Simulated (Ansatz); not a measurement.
Process, species as SMILES: [C]Br (C-Br) → Br atom + C atom
B3LYP-D3(BJ)/def2-TZVP geometries, fixed; electronic energies without zero-point terms.
Largest species:
```
C
Br 1 1.8310
```
Charge 0, spin multiplicity 2.

Basis-set convergence of the atomisation energy at HF with Ansatz (a quantum-chemistry and plane-wave program). Cartesian d functions, on some or all atoms, in 6-31G**; all else is spherical. Open shells are unrestricted. No added dispersion term, no relativity. Functions are those of the species that has most. Reference: the value in pcseg-4, 38.31 kcal/mol, itself unsure by roughly 0.12 kcal/mol (its distance from cc-pV5Z).

```json
[
 {"basis": "pcseg-0", "functions": "31", "atomisation energy (kcal/mol)": "10.33"},
 {"basis": "pcseg-1", "functions": "41", "atomisation energy (kcal/mol)": "___"},
 {"basis": "6-31G**", "functions": "50", "atomisation energy (kcal/mol)": "35.55"},
 {"basis": "aug-cc-pVDZ", "functions": "59", "atomisation energy (kcal/mol)": "___"},
 {"basis": "aug-pcseg-1", "functions": "59", "atomisation energy (kcal/mol)": "___"},
 {"basis": "6-311G**", "functions": "62", "atomisation energy (kcal/mol)": "35.50"},
 {"basis": "pcseg-2", "functions": "73", "atomisation energy (kcal/mol)": "___"},
 {"basis": "cc-pV5Z", "functions": "195", "atomisation energy (kcal/mol)": "38.19"},
 {"basis": "pcseg-4", "functions": "212", "atomisation energy (kcal/mol)": "38.31"}
]
```

Question: Some entries are withheld; supply them.

Answer: 
- pcseg-1, atomisation energy (kcal/mol): 33.98
- aug-cc-pVDZ, atomisation energy (kcal/mol): 36.46
- aug-pcseg-1, atomisation energy (kcal/mol): 35.08
- pcseg-2, atomisation energy (kcal/mol): 37.78
